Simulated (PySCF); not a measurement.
Two species compared at the same levels of theory.

First species: CH₁₀O₂Si₃.
SMILES with atom numbers: `[OH:1][Si@H:2]([CH2:3][SiH3:4])[O:5][SiH3:6]` (hydrogens: H7 on O1; H8 on Si2; H9, H10 on C3; H11, H12, H13 on Si4; H14, H15, H16 on Si6)

Geometry (GFN2-xTB, Å), atoms numbered from 1 in this order:
```
atom  x, y, z in Å
O1    -0.4117   -2.4413   -0.0893
Si2    0.2265   -1.2959    0.8644
C3    -1.0610   -0.0273    1.4396
Si4   -1.8527    1.0015    0.0574
O5     1.4074   -0.5205    0.0618
Si6    2.3756    0.6847   -0.4019
H7    -0.7753   -2.2358   -0.9463
H8     0.8509   -2.0777    1.9191
H9    -1.8435   -0.5513    1.9881
H10   -0.5956    0.6522    2.1529
H11   -2.8919    1.8664    0.6299
H12   -0.8551    1.8364   -0.6161
H13   -2.4899    0.1248   -0.9369
H14    1.8208    1.2148   -1.6487
H15    2.4010    1.7067    0.6459
H16    3.6870    0.0711   -0.5962
```

Second species: C₆H₈F₃P.
SMILES with atom numbers: `[CH3:1][C:2]1=[C:3]([C:4]([F:5])([F:6])[F:7])[CH2:8][CH2:9][PH:10]1` (hydrogens: H11, H12, H13 on C1; H14, H15 on C8; H16, H17 on C9; H18 on P10)

Cartesian coordinates in Å at the GFN2-xTB level; atoms count from 1:
```xyz
18
C6H8F3P angstrom
C      2.2381    0.1344    0.3478
C      0.8281   -0.3044    0.1712
C     -0.2444    0.4550   -0.0604
C     -0.1897    1.9451   -0.1977
F     -1.3842    2.4819   -0.4879
F      0.2345    2.5603    0.9250
F      0.6471    2.3510   -1.1750
C     -1.5644   -0.2410   -0.2444
C     -1.4012   -1.6552    0.3168
P      0.4096   -2.1007    0.2612
H      2.8328   -0.2061   -0.5005
H      2.6533   -0.3254    1.2438
H      2.3285    1.2145    0.4266
H     -2.3698    0.2970    0.2587
H     -1.8050   -0.2674   -1.3124
H     -2.0008   -2.3931   -0.2160
H     -1.7038   -1.6809    1.3678
H      0.4826   -2.2586   -1.1362
```

Levels: PBE0/pcSseg-1 for HOMO energy, LUMO energy and HOMO–LUMO gap. Geometries: GFN2-xTB. All species are isolated and taken at one optimised geometry, non-relativistic unless stated. Electronic properties by PySCF.

Dipoles, sizes and rotational constants follow the conformer. The torsions of the flexible species, by atom-mapped SMILES:
- `[OH:1][Si@H:2]([CH2:3][SiH3:4])[O:5][SiH3:6]`: O1–Si2–C3–Si4 -63°, O1–Si2–O5–Si6 148°, H–O1–Si2–C3 65°

The conformers of `CC1=C(C(F)(F)F)CCP1` aren't listed.

| property | column X | column Y |
| --- | --- | --- |
| HOMO energy | -7.16 eV | -8.22 eV |
| LUMO energy | -0.76 eV | 0.18 eV |
| HOMO–LUMO gap | 6.40 eV | 8.40 eV |

Question: Which column belongs to which species?

Answer: Column X is the second species and column Y the first. The first has 16 atoms and 74 electrons, the second 18 and 86.

Question: How does each property change from the first species to the second?

Answer: HOMO energy +1.06 eV; LUMO energy -0.94 eV; HOMO–LUMO gap -2.00 eV.

